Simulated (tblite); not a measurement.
A structure optimised at GFN2-xTB (Å):
```
atom  x, y, z in Å
C1    -2.6669   -0.5290   -1.2980
O2    -2.3332    0.1139   -0.0928
C3    -1.0200    0.1795    0.2689
C4     0.0209   -0.3494   -0.3708
Si5    1.8040   -0.1910    0.1877
C6     2.8739   -1.0905   -1.0927
C7    -0.8911    0.9855    1.5422
C8    -0.5378    2.3434    1.2149
N9    -0.2696    3.4191    0.9375
H10   -3.7473   -0.4379   -1.3939
H11   -2.3904   -1.5880   -1.2731
H12   -2.1823   -0.0476   -2.1528
H13   -0.1640   -0.9027   -1.2806
H14    1.9690   -0.8363    1.5039
H15    2.2089    1.2150    0.3003
H16    2.8039   -0.6212   -2.0699
H17    2.5755   -2.1292   -1.2034
H18    3.9186   -1.0793   -0.7991
H19   -1.8547    0.9923    2.0587
H20   -0.1223    0.5642    2.1907
```

Neutral, closed shell.

Read off the bonds between heavy atoms and their formal orders.

C1–O2 1.41 Å (single); O2–C3 1.36 Å (single); C3–C4 1.33 Å (double); C4–Si5 1.88 Å (single); Si5–C6 1.90 Å (single); C3–C7 1.51 Å (single); C7–C8 1.44 Å (single); C8–N9 1.14 Å (triple). Bonds to hydrogen (Å): C1–H10 1.09; C1–H11 1.09; C1–H12 1.09; C4–H13 1.08; Si5–H14 1.48; Si5–H15 1.47; C6–H16 1.09; C6–H17 1.09; C6–H18 1.09; C7–H19 1.09; C7–H20 1.09.

Which species is it?

`CO/C(=C/[SiH2]C)CC#N`, C6H11NOSi. Among its features: nitrile, C=C double bond, ether, Si–H bond and C–Si bond.

What is the point group of this geometry?

C1 (no symmetry element, even within 0.4 Å).

Describe the place of each heavy atom.

C1: methoxy carbon; O2: ether oxygen; C3: vinylic carbon bearing oxygen; C4: alkene CH carbon; Si5: SiH2 silicon; C6: Si-methyl carbon; C7: sp3 carbon next to a nitrile; C8: nitrile carbon; N9: nitrile nitrogen.

What is the arrangement about Si5?

It has 4 neighbours (C4, C6, H14, H15) and is tetrahedral (angles from 107.2° to 111.5°).

What is the arrangement about C7?

It has 4 neighbours (C3, C8, H19, H20) and is tetrahedral (angles from 108.5° to 110.8°).

The numbers are calculated, not measured.
